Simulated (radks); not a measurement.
Values are calculated unless marked as measured or tabulated.
Q: Mean orbital radii <r> (bohr) of the strontium ion Sr+, [Kr] 5s1, of relativity; Dirac values are averaged over j with weights 2j + 1. Spin-unpolarised spherical Kohn-Sham, BLYP, point nucleus unless stated (finite: rms radius 4.224 fm), a radial shooting solver on a logarithmic mesh with Libxc functionals. A level marked "c x" has the speed of light scaled by that factor.

| shell | non-rel. |
|---|---|
| 1s | 0.04018 |
| 2s | 0.1770 |
| 2p | 0.1522 |
| 3s | 0.5036 |
| 3p | 0.5035 |
| 3d | 0.4969 |
| 4s | 1.381 |
| 4p | 1.570 |
| 5s | 3.929 |

Give the values at the level "Dirac".

A: 
shell    Dirac  change of magnitude (%)
1s     0.03916                    -2.55
2s      0.1722                    -2.72
2p      0.1502                    -1.31
3s      0.4921                    -2.30
3p      0.4985                    -1.00
3d      0.4985                    +0.32
4s       1.354                    -1.95
4p       1.563                    -0.44
5s       3.871                    -1.46
